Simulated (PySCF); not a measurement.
Job file and geometry (Å, from GFN2-xTB) of an NMR shielding run on `C[S][AlH][N](C)C`, C$_{3}$H$_{10}$AlNS, PySCF, GIAO PBE0/pcSseg-1 NMR shielding, non-relativistic, gas phase; density fitting, a coarse starting grid and PySCF grid level 2 are the driver's defaults:

```
$ OMP_NUM_THREADS=1 python probes_run.py task.json out

{"job": {"kind": "nmr", "xc": "PBE0", "basis": "pcSseg-1"}, "charge": 0, "multiplicity": 1}
C      3.513610     0.019619     0.585018
S      2.115567     1.064340     0.019041
Al     0.500574    -0.359217     0.469347
N     -1.221334     0.015400     0.166320
C     -2.274438    -0.921457     0.506870
C     -1.722935     1.245405    -0.424687
H      4.201021    -0.099906    -0.246233
H      3.151493    -0.956569     0.916757
H      4.009475     0.531130     1.403863
H      0.897679    -1.716744     1.067473
H     -2.965800    -0.494259     1.242244
H     -2.852854    -1.211897    -0.377656
H     -1.817234    -1.815517     0.934924
H     -2.273097     1.042721    -1.350829
H     -0.875199     1.895289    -0.653117
H     -2.394127     1.770607     0.264220
```

Question: What does the program print?

Answer: 
```
coarse grid: 13768 points
cycle   1  E = -815.1647675524  dE =  2.868e-01  |g| = 4.190e-01  |ddm| = 3.436e+00
cycle   2  E = -815.1191192220  dE =  4.565e-02  |g| = 6.215e-01  |ddm| = 9.563e-01
cycle   3  E = -815.2113089170  dE = -9.219e-02  |g| = 1.001e-01  |ddm| = 5.700e-01
cycle   4  E = -815.2133801188  dE = -2.071e-03  |g| = 3.325e-02  |ddm| = 1.102e-01
cycle   5  E = -815.2136300140  dE = -2.499e-04  |g| = 5.670e-03  |ddm| = 3.529e-02
cycle   6  E = -815.2136382930  dE = -8.279e-06  |g| = 1.478e-03  |ddm| = 8.423e-03
final grid: 121976 points
cycle   7  E = -815.2480510835  dE = -2.146e-05  |g| = 9.224e-03  |ddm| = 2.246e-02
cycle   8  E = -815.2480351320  dE =  1.595e-05  |g| = 1.210e-02  |ddm| = 1.673e-02
cycle   9  E = -815.2480719275  dE = -3.680e-05  |g| = 1.435e-03  |ddm| = 1.032e-02
cycle  10  E = -815.2480723421  dE = -4.146e-07  |g| = 2.040e-04  |ddm| = 9.589e-04
cycle  11  E = -815.2480723506  dE = -8.498e-09  |g| = 7.672e-05  |ddm| = 2.645e-04
cycle  12  E = -815.2480723522  dE = -1.551e-09  |g| = 2.178e-05  |ddm| = 8.558e-05
cycle  13  E = -815.2480723523  dE = -1.103e-10  |g| = 3.477e-06  |ddm| = 1.980e-05
converged SCF energy = -815.2480723523

GIAO shielding tensors (ppm)
atom      isotropic    diamagn.    paramagn.     s11        s22        s33       span
  0 C      175.162     249.965     -74.803    164.658    168.563    192.266     27.608
  1 S      677.981    1061.371    -383.390    645.090    690.067    698.785     53.695
  2 Al     357.492     800.432    -442.940    330.911    341.885    399.680     68.769
  3 N      192.127     327.998    -135.871    111.042    224.101    241.238    130.196
  4 C      144.773     243.034     -98.261    117.864    133.552    182.902     65.038
  5 C      143.609     244.744    -101.135    117.927    131.696    181.205     63.278
  6 H       29.446      28.909       0.537     23.165     27.058     38.115     14.949
  7 H       29.384      30.417      -1.033     23.367     29.033     35.752     12.385
  8 H       29.459      28.598       0.861     23.168     27.078     38.132     14.964
  9 H       27.198      31.955      -4.757     23.535     26.347     31.711      8.176
 10 H       29.085      28.288       0.797     24.493     26.922     35.841     11.348
 11 H       29.102      28.647       0.455     24.552     26.892     35.861     11.309
 12 H       28.310      29.794      -1.484     23.556     27.548     33.827     10.271
 13 H       29.080      29.586      -0.506     25.024     26.563     35.654     10.630
 14 H       28.377      31.259      -2.883     22.523     29.730     32.877     10.354
 15 H       29.079      29.213      -0.133     25.043     26.547     35.648     10.605
```

Size and cost of the density-fitted run: 166 basis functions, 48 s wall time on 1 thread of an Arm Neoverse N1, shared host; peak memory 0.74 GiB.
